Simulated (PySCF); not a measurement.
Assigning NMR signals

Mapped SMILES: `[CH2:1]=[C:2]=[C:3]([C:4]([F:5])([F:6])[F:7])[C:8]([F:9])([F:10])[F:11]`. Hydrogens are named by the atom that carries them.

One averaged value for each set of equivalent atoms, a single conformation, relativity neglected, no solvent. GFN2-xTB structure; PBE0/pcSseg-1 with gauge-including orbitals; PySCF 2.14.

Chemical shifts δ = σref − σ; ¹³C vs TMS, all at this level.

Task: Assign these signals to the numbered atoms. ¹³C{¹H} NMR (computed): δ 222.2, 130.5, 102.2, 91.7.

Result: 
| δ (ppm) | atoms | environment | reason |
| --- | --- | --- | --- |
| 222.2 | C2 | central carbon of an allene | the central sp carbon of an allene is among the most deshielded carbons of hydrocarbons |
| 130.5 | C4/C8 | CF3 carbon | 3 electronegative neighbours deshield it |
| 102.2 | C3 | terminal carbon of a cumulated C=C=C unit | – |
| 91.7 | C1 | terminal carbon of a cumulated C=C=C unit | – |

Splittings by ¹⁹F in the carbon and heteronuclear signals aren't shown, as no couplings were computed. Shifts are as computed. Against solution values, carbons near 30 ppm lie about +3 ppm off and those near 130 ppm about +5 ppm. Of 1211 compounds with measured shifts, 218 miss one by over three times the rms of a fit or turn the order of signals round; such compounds aren't used in these exercises.
